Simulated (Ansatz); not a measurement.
`N[C](=S)[ZnH]` and `CNC(N)=S` differ in one atom or group.

Ansatz, PBE0-D4/def2-TZVP geometries, multiplicity 1. Each molecule was computed in one conformer, which needn't be the lowest. `N[C](=S)[ZnH]` holds a close contact that its SMILES doesn't draw: Zn···S 2.57 Å.

Scalar relativity is left out up to krypton.

```csv
property,`N[C](=S)[ZnH]`
LUMO energy (PBE/def2-TZVPP) / eV,-2.24
HOMO–LUMO gap (ωB97M-V/def2-TZVPP) / eV,8.85
HOMO energy (PBE/def2-TZVPP) / eV,-5.10
HOMO energy (B3LYP/def2-TZVPP) / eV,-5.97
LUMO energy (PBE0/def2-TZVPP) / eV,-1.34
LUMO energy (B3LYP/def2-TZVPP) / eV,-1.55
```

Give the same properties after the change, and the shifts. (Estimate.)

Computed: 
```tsv
property	`CNC(N)=S`	shift
LUMO energy (PBE/def2-TZVPP) / eV	-0.69	1.55
HOMO–LUMO gap (ωB97M-V/def2-TZVPP) / eV	9.98	1.13
HOMO energy (PBE/def2-TZVPP) / eV	-4.67	0.43
HOMO energy (B3LYP/def2-TZVPP) / eV	-5.60	0.37
LUMO energy (PBE0/def2-TZVPP) / eV	0.23	1.57
LUMO energy (B3LYP/def2-TZVPP) / eV	0.01	1.56
```

With PBE0 the HOMO rises by 0.32 eV and the LUMO rises by 1.57 eV, so the gap widens by about 1.25 eV. PBE moves the HOMO by 0.43 eV and ωB97M-V by 0.23 eV.

B3LYP here is the variant with VWN-RPA as its local correlation; programs differ in this.
